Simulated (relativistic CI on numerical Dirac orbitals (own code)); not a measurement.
# Sensitivity of the levels of Si³⁺ to α

Computed by Dirac-Coulomb-Breit CI, orbitals from a KLI potential per configuration, valence Slater integrals scaled by 0.85, P86 correlation energy added to each configuration, derivatives by finite differences, QED left out (own radial code, finite nucleus).

Configuration list (outside the closed core [Ne]): 3s, 3p, 3d, 4s, 4p, 4d, 4f. Levels of other configurations are missing.

With x = (α/α₀)² − 1 an excitation energy changes as ω = ω₀ + qx; K = 2q/ω₀ is the relative enhancement. Terms are leading LS components, so labels can repeat.

Lowest level 3s 2S_1/2.

```tsv
Level	ω₀ (cm⁻¹)	q (cm⁻¹)
3p 2P°_1/2	70875.7	347.2
3p 2P°_3/2	71317.7	790.9
3d 2D_5/2	159318.4	728
3d 2D_3/2	159326.3	736
4s 2S_1/2	192334.3	473.1
4p 2P°_1/2	216812.2	581.3
4p 2P°_3/2	216964.5	734.2
4d 2D_5/2	248600.1	720
4d 2D_3/2	248605.3	725.3
4f 2F°_5/2	254213.4	708.7
4f 2F°_7/2	254215.1	710.4
```

Correlation outside the listed configurations is missing or only estimated: errors of thousands of cm⁻¹ between configurations and terms are usual at this charge. Rates and lifetimes follow the computed energies and can be off by large factors. The fine structure of a lone outer electron comes out too small, for d and f at times inverted, and misplaced configurations move strength between like terms.

(1) Which transition from the lowest level has the largest |K|?

Answers

(1) 3p 2P°_3/2 at 71317.7 cm⁻¹, K = 0.0222.
